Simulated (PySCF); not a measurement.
An unknown is described by computed data only.

Elements present: C, H, N, O and Si. Monoisotopic mass: 103.0453 u.

| Item | Value |
| --- | --- |
| 13C NMR | chemical shifts (computed TMS as zero) by class: 177.4 (1 C), 66.8 (1 C), 20.5 (1 C) ppm [GIAO PBE/pcSseg-2] |
| UV, strongest line | among the 10 lowest singlet transitions: S7 at 7.44 eV (167 nm, f = 0.090) [TDDFT PBE0/def2-SVPD] |
| Polarisability | 76.3 au [PBE0/def2-SVPD] |
| 1H NMR | chemical shifts (computed TMS as zero) by class: 8.97 (1 H), 8.76 (1 H), 5.36 (2 H), 4.26 (2 H), 1.21 (3 H) ppm [GIAO PBE/pcSseg-2] |
| NMR, other nuclei | isotropic shieldings of nuclei other than C and H, by class: -167 (1 N), 259 (1 O), 348 (1 Si) ppm [GIAO PBE/pcSseg-2] |
| Dipole | 0.99 D [PBE0/def2-SVPD] |
| UV, first state | lowest singlet excitation: 4.03 eV (308 nm, f = 0.000) [TDDFT PBE0/def2-SVPD] |
| Valence photoelectron | vertical ionisation energy: 9.19 eV [ΔSCF PBE0/def2-SVPD] |
| Rotational structure | rotational constants A, B, C: 6.531, 1.387, 1.237 GHz [PBE0-D3(BJ)/def2-SVP] |

Gas-phase values; electronic properties from PySCF, density fitting. Levels stand in brackets. Geometry: PBE0-D3(BJ)/def2-SVP, one conformer, isolated molecule. NMR values are class means; diastereotopic atoms form classes of their own.

Q: Which formula fits the mass and the elements?

A: C3H9NOSi (calculated 103.0453). No other formula that holds each of these elements comes within 0.0003 u with a fitting electron parity and a possible valence count.

Q: Propose a structure and show how it fits.

A: Numbering: `[CH2:1]=[N:2][SiH2:3][O:4][CH2:5][CH3:6]`. Its formula, C3H9NOSi, gives 1 degree of unsaturation: 0 rings and 1 π bond in the structure found. 3 carbons fall into 3 classes; from least to most shielded: C=N carbon [C1] (177.4 ppm), sp3 carbon bound to oxygen [C5] (66.8 ppm), methyl carbon [C6] (20.5 ppm). Hydrogen classes from least to most shielded: 1 H on a C=N carbon, C1 (8.97 ppm), 1 H on a C=N carbon, C1 (8.76 ppm), 2 H on an oxygen-bound silicon, Si3 (5.36 ppm), 2 H on an sp3 carbon bound to oxygen, C5 (4.26 ppm), 3 H on a methyl carbon, C6 (1.21 ppm). The other shieldings belong to: -167 ppm, C=N nitrogen [N2]; 259 ppm, silyl ether oxygen [O4]; 348 ppm, oxygen-bound silicon [Si3]. S1 is mainly HOMO→LUMO (weight 0.98); the largest Löwdin shares of the orbital it empties are 0.55 on the C=N nitrogen, 0.16 on the C=N carbon, 0.09 on the oxygen-bound silicon and 0.07 on a hydrogen on a C=N carbon, of the orbital it fills 0.42 on the C=N carbon, 0.34 on the C=N nitrogen, 0.06 on a hydrogen on a C=N carbon and 0.06 on the oxygen-bound silicon. The optimised geometry has point group C1 and is an asymmetric top. Structure: `CCO[SiH2]N=C`. Computed isomers that give other values at the same levels: `CN(C)[SiH2]C=O` (rotational constant A: 5.966 GHz; this holds for the one conformer computed); `CN(C)C(=O)[SiH3]` (lowest singlet excitation: 4.85 eV (256 nm, f = 0.004)); `C=N[SiH2]COC` (13C chemical shifts (computed TMS as zero) by class: 180.0 (1 C), 67.7 (1 C), 64.5 (1 C) ppm). The assignments are read from this structure; whether some other isomer fits the data as well wasn't checked.

Shape of the structure used: `[CH2:1]=[N:2][SiH2:3][O:4][CH2:5][CH3:6]`: C1–N2–Si3–O4 124°, N2–Si3–O4–C5 58°, Si3–O4–C5–C6 -171°.
